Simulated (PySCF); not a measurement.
Excitations are Tamm–Dancoff values on a coarser integration grid. The basis has no diffuse functions, so Rydberg states are missing or too high.

H4GeS2, SMILES `[GeH2]([SH])[SH]` (H–S–Ge–S torsion -77°, S–Ge–S–H torsion 76°) (charge 0, multiplicity 1)

Computed with r2SCAN-D4/def2-TZVP (PySCF).

- HOMO = -6.42 eV
- dipole moment = 1.63 D
- LUMO = -1.20 eV
- HOMO–LUMO gap = 5.21 eV
- S1 excitation (TDA) = 5.43 eV
- S1 oscillator strength = 0.033
- T1 excitation (TDA) = 4.81 eV
- S1–T1 gap (TDA) = 0.63 eV
- total energy = -2875.8015 Ha
- cost = around 3 core-minutes (rough)

```xyz
7

S     -1.8710     0.1258    -0.7441
Ge     0.0813    -0.6392     0.0014
S      1.8409     0.5871    -0.5923
H     -1.9488     1.0993     0.1792
H      0.2791    -1.9920    -0.6810
H      0.0291    -0.7353     1.5304
H      1.5895     1.5543     0.3063
```
